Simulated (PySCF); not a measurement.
Homolysis of single bonds, series Ga F-Cl. Gas-phase values, no solvent. Strings in code marks are SMILES.

These are PBE0-D4/def2-TZVP in PySCF values and carry that method's errors. 

```
species                               dipole moment (D)  highest occupied spin orbital (eV)
------------------------------------  -----------------  ----------------------------------
radical fragment (`[F][Ga][F]`)                    2.43                               -7.74
whole molecule (`[F][Ga]([F])[Cl]`)                1.00                                   –
radical fragment (`[F][Ga][Cl]`)                   2.11                                   ?
whole molecule (`[F][Ga]([Cl])[Cl]`)               0.85                                   –
```

Problem. Some entries are withheld; supply them.

Solution. 
- radical fragment (`[F][Ga][Cl]`), highest occupied spin orbital (eV): -7.38
